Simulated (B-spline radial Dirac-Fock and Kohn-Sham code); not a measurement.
Dipole and non-dipole photoemission parameters of I³⁺ 3p1/2

System: the I³⁺ ion in the configuration [Kr] 4d10 5s2 5p2; threshold 961.5 eV (orbital energy of the model). Level of theory: Dirac-Hartree-Slater photoionisation with a Latter tail; cross sections with all multipoles, angular parameters from the dipole term and its interference with E2; a radial B-spline solver.

For linearly polarised light dσ/dΩ = σ/(4π) [1 + β P₂(cos θ) + (δ + γ cos²θ) sin θ cos φ], with θ from the polarisation vector and φ the angle between the beam and the projection of the electron momentum on the plane normal to the polarisation.

```tsv
hν (eV)	σ (kb)	β	γ	δ
1200	91.4	1.216	0.337	0.059
1240	87.9	1.271	0.316	0.048
1253.6	?	?	?	?
1690	57.0	1.528	0.053	0.007
2000	43.2	1.579	-0.013	0.002
2970	20.6	1.605	0.063	0.003
2980	20.4	1.605	0.064	0.003
3500	14.6	1.592	0.165	0.005
3550	14.2	1.591	0.175	0.006
3620	13.6	1.588	0.190	0.006
4060	10.6	1.572	0.282	0.009
4230	9.66	1.566	0.317	0.010
4300	9.31	1.563	0.332	0.010
5414.7	5.47	1.518	0.557	0.018
10500	1.01	1.331	1.326	0.067
11000	0.892	1.315	1.384	0.073
12000	0.703	1.285	1.491	0.083
```

Question: Give the values at Mg Kα (1253.6 eV).

Answer: σ = 86.7 kb, β = 1.287, γ = 0.307, δ = 0.045.

Values without a named source are computed, but for edge energies of neutral atoms, which are taken from tables.
